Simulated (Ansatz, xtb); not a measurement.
Relative energy of two isomers of C5H9BS2

Structure a is `C=C(C)B1SCCS1`, a singlet and structure b is `C=CC[C@@H]1CSBS1`, a singlet. Both are isolated molecules in the gas phase, relaxed with B3LYP/def2-SVP; the shapes shown needn't be the lowest conformers.

a (Å):

| atom | x (Å) | y (Å) | z (Å) |
| --- | --- | --- | --- |
| C | 0.7253 | -0.4069 | 1.8394 |
| C | 0.6077 | 0.5570 | 0.9041 |
| C | 1.1775 | 1.9394 | 1.1396 |
| C | -1.1505 | 0.4489 | -2.9549 |
| C | -1.2740 | -1.0129 | -2.5500 |
| B | -0.0977 | 0.2444 | -0.4560 |
| S | 0.1498 | 1.2697 | -1.9318 |
| S | -1.2303 | -1.1526 | -0.7092 |
| H | 0.3363 | -1.4170 | 1.6798 |
| H | 1.2276 | -0.2239 | 2.7970 |
| H | 1.9249 | 2.1971 | 0.3690 |
| H | 1.6619 | 2.0227 | 2.1249 |
| H | 0.3923 | 2.7116 | 1.0745 |
| H | -2.0960 | 0.9886 | -2.7889 |
| H | -0.8720 | 0.5527 | -4.0145 |
| H | -2.2195 | -1.4505 | -2.9048 |
| H | -0.4413 | -1.6084 | -2.9560 |

b (Å):

```csv
atom,x (Å),y (Å),z (Å)
C,0.0980,-0.5465,2.3910
C,-0.5143,0.3303,1.5900
C,-0.0049,1.7057,1.2516
C,0.1951,1.9162,-0.2594
C,1.2704,1.0203,-0.8683
B,1.4670,3.3650,-2.1703
S,1.7754,1.6356,-2.5363
S,0.6219,3.6978,-0.6247
H,1.0532,-0.3130,2.8733
H,-0.3360,-1.5276,2.6024
H,-1.4727,0.0509,1.1318
H,-0.7335,2.4569,1.6064
H,0.9420,1.9066,1.7803
H,-0.7606,1.7381,-0.7811
H,0.9114,-0.0138,-0.9746
H,2.1707,1.0056,-0.2326
H,1.8022,4.2426,-2.9157
```

Quicker runs give these differences E(b) − E(a): GFN2-xTB −4.7 kcal/mol; HF/STO-3G +11.1 kcal/mol (at GFN2-xTB geometries); r2SCAN-D4/def2-SVP +12.2 kcal/mol (at GFN2-xTB geometries).

Problem. Estimate which is lower in electronic energy at CCSD(T)/def2-SVP + ΔMP2/def2-TZVPP, and by roughly how much.

Solution. The CCSD(T)/def2-SVP + ΔMP2/def2-TZVPP calculation puts structure a lower, by 10.5 kcal/mol.

How the difference moves with the method:

```json
{"level": "GFN2-xTB", "geometry": "GFN2-xTB", "E(b) − E(a) (kcal/mol)": "−4.7", "departure from the last row (kcal/mol)": "−15.3", "job, with rough time for the two": "optimisation, 0.45 s"}
{"level": "HF/STO-3G", "geometry": "GFN2-xTB", "E(b) − E(a) (kcal/mol)": "+11.1", "departure from the last row (kcal/mol)": "+0.6", "job, with rough time for the two": "single point, 0.5 s"}
{"level": "r2SCAN-D4/def2-SVP", "geometry": "GFN2-xTB", "E(b) − E(a) (kcal/mol)": "+12.2", "departure from the last row (kcal/mol)": "+1.7", "job, with rough time for the two": "single point, 5.3 s"}
{"level": "B3LYP/def2-SVP", "geometry": "B3LYP/def2-SVP", "E(b) − E(a) (kcal/mol)": "+11.3", "departure from the last row (kcal/mol)": "+0.8", "job, with rough time for the two": "optimisation, 83 s"}
{"level": "HF/def2-SVP", "geometry": "B3LYP/def2-SVP", "E(b) − E(a) (kcal/mol)": "+10.6", "departure from the last row (kcal/mol)": "0.0", "job, with rough time for the two": "part of the CCSD(T) run"}
{"level": "MP2/def2-SVP", "geometry": "B3LYP/def2-SVP", "E(b) − E(a) (kcal/mol)": "+9.8", "departure from the last row (kcal/mol)": "−0.7", "job, with rough time for the two": "part of the CCSD(T) run"}
{"level": "CCSD(T)/def2-SVP", "geometry": "B3LYP/def2-SVP", "E(b) − E(a) (kcal/mol)": "+9.1", "departure from the last row (kcal/mol)": "−1.4", "job, with rough time for the two": "single point"}
{"level": "CCSD(T)/def2-SVP + ΔMP2/def2-TZVPP", "geometry": "B3LYP/def2-SVP", "E(b) − E(a) (kcal/mol)": "+10.5", "departure from the last row (kcal/mol)": "", "job, with rough time for the two": "single point, 2.2 min"}
```

As drawn, b has 1 C–C, 1 B–H in place of 1 C–B, 1 C–H.

GFN2-xTB puts the two in the other order. The largest departure from CCSD(T)/def2-SVP + ΔMP2/def2-TZVPP is that of GFN2-xTB, 15.3 kcal/mol. The last row adds to CCSD(T) the change of the MP2 difference between the two basis sets, here +1.4 kcal/mol.

With thermal terms from frequencies at re-optimised GFN2-xTB minima (ideal gas, soft modes damped towards free rotors, one conformer each, 298.15 K, 1 atm): the zero-point term adds −0.4 kcal/mol; ΔH is +9.9 and ΔG +10.3 kcal/mol.

The correlated steps freeze 16 core orbitals. Mirror images aren't counted in ΔG. Codes used: Ansatz 0.2.0, xtb 6.7.1; the last row on 4 threads of Arm Neoverse V1 on a shared host.
